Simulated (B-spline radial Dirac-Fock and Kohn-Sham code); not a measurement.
**X-ray form factors of bromine in several charge states**

Level of theory: configuration-average Dirac-Fock orbitals; an atomic code on a B-spline grid.

Configurations: Br⁷⁺ [Ar] 3d10; Br⁸⁺ [Ar] 3d9; Br⁹⁺ [Ar] 3d8; Br¹¹⁺ [Ar] 3d6; Br¹²⁺ [Ar] 3d5; Br¹⁵⁺ [Ar] 3d2. The first column is f₀ of Br⁷⁺, the others are differences from it.

```
s (Å⁻¹)    Br⁷⁺  Δ Br⁸⁺  Δ Br⁹⁺  Δ Br¹¹⁺  Δ Br¹²⁺  Δ Br¹⁵⁺
      0  28.000  -1.000  -2.000   -4.000   -5.000   -8.000
    0.1  27.480  -0.948  -1.902   -3.824   -4.790   -7.705
    0.2  26.011  -0.808  -1.636   -3.340   -4.212   -6.888
    0.3  23.831  -0.618  -1.271   -2.666   -3.401   -5.720
    0.4  21.255  -0.423  -0.890   -1.942   -2.519   -4.419
    0.5  18.585  -0.255  -0.555   -1.283   -1.706   -3.175
    0.7  13.819  -0.049  -0.128   -0.385   -0.563   -1.297
    0.9  10.411  +0.017  +0.022   -0.015   -0.062   -0.337
    1.1   8.282  +0.022  +0.042   +0.069   +0.071   +0.014
    1.4   6.581  +0.010  +0.023   +0.052   +0.068   +0.109
```

Values without a named source are computed, but for edge energies of neutral atoms, which are taken from tables.
